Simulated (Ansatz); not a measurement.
ClH₄NSn, SMILES `[NH2][SnH2][Cl]`, relaxed with RKS PBE0-D4/def2-TZVP in Ansatz 0.2.0 from a PBE-D4/def2-SVP geometry. The force threshold is 0.005 eV/Å; the program also tests the step.

The species carries charge 0 and has multiplicity 1. Sn: def2 effective core potential.

Start:

```xyz
7

N    -0.797    0.841   -0.648
Sn    0.459   -0.418    0.371
Cl   -0.912   -1.569    1.938
H    -0.400    1.782   -0.763
H    -1.066    0.492   -1.575
H     1.568    0.537    1.283
H     1.148   -1.665   -0.607
```

(1) By how much does the energy fall, and how many steps does the optimiser take? (An estimate is asked.)

(2) Which bonds change most? (Estimate.)

(3) Give the relaxed structure. (Best estimate.)

Results:

(1) Ansatz gave: 5.07 kJ/mol, in 15 steps, 3 of them rejected.

(2) The calculation gave: N1–Sn2 from 2.049 to 2.002 Å; Sn2–Cl3 from 2.379 to 2.335 Å; Sn2–H7 from 1.728 to 1.700 Å; Sn2–H6 from 1.724 to 1.700 Å.

(3) Ansatz gave: 
```xyz
7

N    -0.755    0.773   -0.694
Sn    0.458   -0.419    0.362
Cl   -0.875   -1.472    1.965
H    -0.595    1.766   -0.609
H    -0.890    0.530   -1.664
H     1.587    0.495    1.247
H     1.071   -1.674   -0.607
```
